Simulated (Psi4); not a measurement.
H$_{3}$FOSeSi (SMILES F[Se]O[SiH3]), singlet, at a GFN2-xTB geometry, atoms displaced at random by about 0.03 Å a coordinate; TPSS/STO-3G, gradient (Psi4).

Psi4 was given this input:
```
memory 2 GB

molecule mol {
0 1
  Se   -0.154096    0.509655    0.872550
  F    -1.885442    0.172484    0.069918
  O     0.753205   -0.655879   -0.061722
  Si    1.061235   -0.775971   -1.702206
  H    -0.171380   -0.999720   -2.415133
  H     1.949655   -1.901419   -1.570761
  H     1.681182    0.435816   -2.118136
symmetry c1
no_reorient
no_com
}

set basis sto-3g
set reference rks

gradient('tpss')
print_variables()
```

Output, abridged:

```
gradient() will perform analytic gradient computation.

   => Loading Basis Set <=

    Name: STO-3G
    Role: ORBITAL
    Keyword: BASIS

         ---------------------------------------------------------
                                   SCF
               by Justin Turney, Rob Parrish, Andy Simmonett
                          and Daniel G. A. Smith
                              RKS Reference
         ---------------------------------------------------------

  ==> Geometry <==

    Molecular point group: c1
    Full point group: C1

    Geometry (in Angstrom), charge = 0, multiplicity = 1:

       Center              X                  Y                   Z               Mass
    ------------   -----------------  -----------------  -----------------  -----------------
         SE          -0.154096000000     0.509655000000     0.872550000000    79.916521800000
         F           -1.885442000000     0.172484000000     0.069918000000    18.998403162730
         O            0.753205000000    -0.655879000000    -0.061722000000    15.994914619570
         SI           1.061235000000    -0.775971000000    -1.702206000000    27.976926534650
         H           -0.171380000000    -0.999720000000    -2.415133000000     1.007825032230
         H            1.949655000000    -1.901419000000    -1.570761000000     1.007825032230
         H            1.681182000000     0.435816000000    -2.118136000000     1.007825032230

  Running in c1 symmetry.

  Rotational constants: A =      0.23475  B =      0.06548  C =      0.05371 [cm^-1]
  Rotational constants: A =   7037.52689  B =   1963.16276  C =   1610.05462 [MHz]
  Nuclear repulsion =  353.956395057713394

  Charge       = 0
  Multiplicity = 1
  Electrons    = 68
  Nalpha       = 34
  Nbeta        = 34

  ==> Algorithm <==

  SCF Algorithm Type is DF.
  DIIS enabled.
  MOM disabled.
  Fractional occupation disabled.
  Guess Type is SAD.
  Energy threshold   = 1.00e-08
  Density threshold  = 1.00e-08
  Integral threshold = 1.00e-12

  ==> Primary Basis <==

  Basis Set: STO-3G
    Blend: STO-3G
    Number of shells: 22
    Number of basis functions: 40
    Number of Cartesian functions: 41
    Spherical Harmonics?: true
    Max angular momentum: 2

  ==> DFT Potential <==

   => LibXC <=

    Version 7.1.2
    S. Lehtola, C. Steigemann, M. J. T. Oliveira, and M. A. L. Marques,  SoftwareX 7, 1–5 (2018) (10.1016/j.softx.2017.11.002)

   => Composite Functional: TPSS <=

    TPSS Meta-GGA XC Functional

[...]
  @DF-RKS Final Energy: -2835.31834065580415
    Total Energy =                      -2835.3183406558041497
[...]
    Fitting Condition:       1E-10

   => Auxiliary Basis Set <=

  Basis Set: (STO-3G AUX)
    Blend: DEF2-UNIVERSAL-JKFIT
    Number of shells: 166
    Number of basis functions: 602
    Number of Cartesian functions: 772
    Spherical Harmonics?: true
    Max angular momentum: 5

  ==> DFT Potential <==

   => LibXC <=

    Version 7.1.2
    S. Lehtola, C. Steigemann, M. J. T. Oliveira, and M. A. L. Marques,  SoftwareX 7, 1–5 (2018) (10.1016/j.softx.2017.11.002)

   => Composite Functional: TPSS <=

    TPSS Meta-GGA XC Functional

    J. Tao, et al., Phys. Rev. Lett., 91, 146401, 2003

    Deriv               =              1
    GGA                 =           TRUE
    Meta                =           TRUE

    Exchange Hybrid     =          FALSE
    MP2 Hybrid          =          FALSE

   => Exchange Functionals <=

    1.0000   XC_MGGA_X_TPSS

   => Correlation Functionals <=

    1.0000   XC_MGGA_C_TPSS

   => LibXC Density Thresholds  <==

    XC_MGGA_C_TPSS:  1.00E-15
    XC_MGGA_X_TPSS:  1.00E-15

   => Molecular Quadrature <=

    Radial Scheme          =       TREUTLER
    Pruning Scheme         =           NONE
    Nuclear Scheme         =       TREUTLER

    Blocking Scheme        =         OCTREE
    BS radius alpha        =              1
    Pruning alpha          =              1
    Radial Points          =             75
    Spherical Points       =            302
    Total Points           =         148118
    Total Blocks           =           1170
    Max Points             =            256
    Max Functions          =             37
    Weights Tolerance      =       1.00E-15

  -Total Gradient:
     Atom            X                  Y                   Z
    ------   -----------------  -----------------  -----------------
       1        0.053469922677    -0.036002236897    -0.003527044198
       2       -0.027932346016    -0.003683369894    -0.013934883741
       3       -0.016722583279     0.046076567056    -0.019471618222
       4        0.003779157763    -0.006159225515    -0.001078390448
       5        0.000767171001     0.004126349685     0.008266201472
       6       -0.003734729227     0.004423364513     0.015178303038
       7       -0.009408643974    -0.009300067446     0.014560812598

  Variable Map:
  ----------------------------------------------------------------------------
[...]
  Array Variable Map:
  ----------------------------------------------------------------------------
[...]
[...]
```
